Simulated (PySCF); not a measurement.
Electron correlation in C+ (carbon, charge +1)

[He] 2s2 2p1, 2P determinant. Calculation: PySCF 2.14, in pcseg-2 (4s3p2d1f, 30 functions); no relativity, point nucleus. Frozen: 1s2; 3 electrons correlated.

MP2 pair energies summed by pair of shells (mhartree):

```csv
pair,energy,share (%)
2s-2s,-27.94,57.1
2s-2p,-21.01,42.9
```

Total MP2 correlation energy: -48.95 mhartree.

Same-spin part -3.18 and opposite-spin part -45.78 mhartree; SCS-MP2 scales them by 1/3 and 6/5 to -55.99 mhartree.

| level | correlation energy (mhartree) |
| --- | --- |
| CCSD | -72.49 |
| (T) | -1.11 |
| CCSD(T) | -73.60 |

Diagnostics: T1 = 0.0087, D1 = 0.0165, largest double amplitude 0.132.

Cost of the coupled-cluster step: 0.49 s of wall time on 1 thread of Intel(R) Xeon(R) Platinum 8375C CPU @ 2.90GHz (shared host), for 3 correlated electrons.

Iterations:

```
CC2 = 0
CCSD nocc = (np.int64(2), np.int64(1)), nmo = (29, 29)
frozen orbitals [[0], [0]]
max_cycle = 100
direct = 0
conv_tol = 1e-08
conv_tol_normt = 1e-06
diis_space = 8
diis_start_cycle = 0
Init t2, MP2 energy = -0.0489547726327358
Init E_corr(UCCSD) = -0.0489547726328511
cycle = 1  E_corr(UCCSD) = -0.0622743846672224  dE = -0.013319612  norm(t1,t2) = 0.054052
cycle = 2  E_corr(UCCSD) = -0.0675413953985311  dE = -0.00526701073  norm(t1,t2) = 0.0267057
cycle = 3  E_corr(UCCSD) = -0.0725431424497064  dE = -0.00500174705  norm(t1,t2) = 0.0139646
cycle = 4  E_corr(UCCSD) = -0.072464277883453  dE = 7.88645663e-05  norm(t1,t2) = 0.00120108
cycle = 5  E_corr(UCCSD) = -0.0725038731153542  dE = -3.95952319e-05  norm(t1,t2) = 0.000173939
cycle = 6  E_corr(UCCSD) = -0.0724863065281108  dE = 1.75665872e-05  norm(t1,t2) = 4.36717e-05
cycle = 7  E_corr(UCCSD) = -0.072491871848488  dE = -5.56532038e-06  norm(t1,t2) = 1.49403e-05
cycle = 8  E_corr(UCCSD) = -0.0724914063189291  dE = 4.65529559e-07  norm(t1,t2) = 2.4026e-06
cycle = 9  E_corr(UCCSD) = -0.0724913365844041  dE = 6.97345251e-08  norm(t1,t2) = 3.93218e-07
cycle = 10  E_corr(UCCSD) = -0.0724913609676061  dE = -2.4383202e-08  norm(t1,t2) = 7.73252e-08
cycle = 11  E_corr(UCCSD) = -0.0724913584625814  dE = 2.50502469e-09  norm(t1,t2) = 2.93151e-08
UCCSD converged
E(UCCSD) = -37.36512159255335  E_corr = -0.07249135846258141
UCCSD(T) correction = -0.00111470338567639
```
